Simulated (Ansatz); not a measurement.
`C[NH][Al]([F])[F]` + `C[SeH]` → `C[Se][Al]([F])[F]` + CH₃NH₂ at 400 K and 1 bar (ligand exchange at the Al–N bond).

Program: Ansatz. Geometries: PBE0-D4/def2-TZVP. ΔE: electronic, gas phase. CCSD(T)/CBS adds triple-zeta CCSD(T) − MP2 to the extrapolated MP2 energy (def2 sets, frozen cores). This one scheme is used for every species. For Se outer-core shells are correlated without core-valence functions, which leaves a few kJ/mol of doubt a bond. Scalar relativity is left out up to krypton. One conformer a species, not always the lowest.

```tsv
species	CCSD(T)/CBS energy (Eh)	H − E (kJ/mol)	S (J/(mol·K))
`C[NH][Al]([F])[F]`	-536.95512	188.1	370.5
`C[SeH]`	-2441.15625	135.4	284.5
`C[Se][Al]([F])[F]`	-2882.36734	147.9	408.2
CH₃NH₂	-95.75281	185.4	256.0
```

H − E and S are ideal-gas, rigid-rotor, harmonic terms from PBE0-D4/def2-TZVP, for one conformer and one mirror image of each species. 1 Eh = 2625.50 kJ/mol, R = 8.31446 J/(mol·K).

**Question.** By hand: ΔE, ΔH, ΔS and ΔG.

**Answer.** ΔE = (-2882.36734) + (-95.75281) − (-536.95512) − (-2441.15625) = -0.00878 Eh = -23.1 kJ/mol. Δ(H − E) = 147.9 + 185.4 − 188.1 − 135.4 = 9.8, so ΔH = -13.3 kJ/mol. ΔS = 408.2 + 256.0 − 370.5 − 284.5 = 9.2 J/(mol·K). ΔG = -13.3 − 400 × (9.2)/1000 = -17.0 kJ/mol.

**Question.** By hand: the equilibrium constant, and the temperature at which ΔG would vanish if ΔH and ΔS stayed fixed.

**Answer.** log₁₀ K = −ΔG/(RT ln 10) = 2.2. ΔH and −TΔS have one sign here, so there is no such temperature.

The number of gas molecules stays the same, so ΔS is small and ΔH decides. A doubt of 5 kJ/mol in ΔE shifts log₁₀ K by 0.7 here. Other conformers and mirror images would add mixing entropy, several J/(mol·K) or more a flexible species. Modes under 60 cm⁻¹, often nearly free rotors, make the harmonic entropy too high. These are equilibria of isolated gas molecules and say nothing of rates. Largest T1 diagnostic: 0.012 (customary marks: 0.02 for closed shells, 0.045 for open ones).

ΔS is within the doubt of such terms, so its sign, and with it that verdict, could turn.
